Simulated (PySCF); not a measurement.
# ²⁹Si chemical shifts

Theoretical values (PySCF 2.14): GIAO PBE0/pcSseg-1 shieldings, structure optimised with GFN2-xTB. One computed conformer, gas phase, relativity neglected, one averaged value for each set of equivalent atoms.

Shieldings were converted by a linear fit to measured shifts: ²⁹Si: δ = 279.94 − 0.822σ (rms 8.9 ppm, 72 shifts, 25.8 ppm with the 6 outliers that the fit left out vs TMS, solution or neat liquid). A few per cent of atoms miss by over 2 rms, more outside the fitted compound classes.

Task: Give the ²⁹Si shifts of `FC(F)(Cl)[SiH2][SiH2][SiH3]`, `C#CC(=C=S)[SiH2]C(Cl)(Cl)Cl`, `FC[C@@H]1C=C[SiH2][SiH2]1`, `C[SiH2][C@H](F)C#C[SiH3]`, `C=C[Si@@H](C)NC(C)C`, `CC(=O)C#C[Si@H](P)[SiH2]P`, `C=CN(C[SiH3])C(C)C`.

Result: 
```tsv
compound	environment	δ (ppm)
[F:1][C:2]([F:3])([Cl:4])[SiH2:5][SiH2:6][SiH3:7]	Si5: silicon bonded to C, Si, 2 H	-48.4
[F:1][C:2]([F:3])([Cl:4])[SiH2:5][SiH2:6][SiH3:7]	Si7: silicon bonded to Si, 3 H	-98.0
[F:1][C:2]([F:3])([Cl:4])[SiH2:5][SiH2:6][SiH3:7]	Si6: silicon bonded to 2 Si, 2 H	-116.2
C#CC(=C=S)[SiH2]C(Cl)(Cl)Cl	silicon bonded to 2 C, 2 H	-23.8
[F:1][CH2:2][C@@H:3]1[CH:4]=[CH:5][SiH2:6][SiH2:7]1	Si6: silicon bonded to C, Si, 2 H, in a 5-membered ring	-64.2
[F:1][CH2:2][C@@H:3]1[CH:4]=[CH:5][SiH2:6][SiH2:7]1	Si7: silicon bonded to C, Si, 2 H, in a 5-membered ring	-69.1
[CH3:1][SiH2:2][C@H:3]([F:4])[C:5]#[C:6][SiH3:7]	Si2: silicon bonded to 2 C, 2 H	-38.2
[CH3:1][SiH2:2][C@H:3]([F:4])[C:5]#[C:6][SiH3:7]	Si7: silicon bonded to C, 3 H	-88.3
C=C[Si@@H](C)NC(C)C	silicon bonded to 2 C, N, H	-26.1
[CH3:1][C:2](=[O:3])[C:4]#[C:5][Si@H:6]([PH2:7])[SiH2:8][PH2:9]	Si6: silicon bonded to C, P, Si, H	-66.2
[CH3:1][C:2](=[O:3])[C:4]#[C:5][Si@H:6]([PH2:7])[SiH2:8][PH2:9]	Si8: silicon bonded to P, Si, 2 H	-76.1
C=CN(C[SiH3])C(C)C	silicon bonded to C, 3 H	-83.8
```
